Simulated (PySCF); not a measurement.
**C₃H₉N, SMILES `CCNC` (C–C–N–C torsion 64°) (charge 0, multiplicity 1)**

Method: PBE0-D3(BJ)/def2-TZVP run with PySCF 2.14.0.

| Item | Result |
|---|---|
| HOMO | -6.25 eV |
| dipole moment | 0.198 e·Å |
| HOMO–LUMO gap | 7.45 eV |
| LUMO | 1.20 eV |
| total energy | -4743.84 eV |
| cost | roughly 50 core-seconds |

```xyz
13

C     -1.4425     0.4440     0.2372
C     -0.5738    -0.4091    -0.6798
N      0.8300    -0.0547    -0.7504
C      1.5590    -0.2117     0.4881
H     -2.4842     0.1146     0.2008
H     -1.1155     0.3861     1.2776
H     -1.4149     1.4947    -0.0664
H     -0.9771    -0.3726    -1.6968
H     -0.6315    -1.4578    -0.3669
H      0.9302     0.8910    -1.0973
H      1.5184    -1.2604     0.7972
H      1.1926     0.3960     1.3301
H      2.6092     0.0401     0.3266
```
